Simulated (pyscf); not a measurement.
## •O–As(OH)–OH, doublet

Gas-phase minimum from PySCF at ωB97X-D3(BJ)/def2-SVP, one conformer. Other isomers of •O–As(OH)–OH were not searched in full and may lie lower. 

```
As
O 1 1.6515
O 1 1.7640 2 113.96
H 3 0.9706 1 108.55 2 -102.38
O 1 1.7795 2 109.29 3 -105.36
H 5 0.9686 1 110.29 2 -29.88
```
Charge 0, spin multiplicity 2.

Properties at ωB97X-D3(BJ)/def2-SVP:

```
Quantity                                                                                                                                                                           Value
---------------------------------------------------------------------------------------------------------------------  -----------------------------------------------------------------
Harmonic wavenumbers, unscaled                                                                                         188, 223, 254, 277, 345, 699, 713, 826, 955, 985, 3825, 3856 cm⁻¹
Zero-point energy                                                                                                                                                          18.8 kcal/mol
Rotational symmetry number                                                                                                                                                             1
Entropy of this conformer at 298 K and 1 atm, rigid rotor and harmonic oscillator, modes under 100 cm⁻¹ raised to 100                                                    320.1 J/(mol K)
Dipole moment                                                                                                                                                                     2.49 D
Spin expectation value S2                                                                                                                                                          0.762
```

Single-point totals, which compare only within one level:

| level | total energy (hartree) |
|---|---|
| ωB97X-D3(BJ)/def2-TZVP | -2462.79834 |
| PBE/def2-TZVP | -2462.27736 |
| r²SCAN/def2-TZVP | -2462.72366 |
| B3LYP-D3(BJ)/def2-TZVP | -2462.88152 |
| PBE0-D3(BJ)/def2-TZVP | -2462.32626 |
| M06-2X/def2-TZVP | -2462.76057 |
| ωB97M-D3(BJ)/def2-TZVP | -2462.89301 |

Soft torsions are taken as harmonic, which can shift the entropy by several J/(mol K). Elements up to Kr have no core potential and no relativistic terms here.
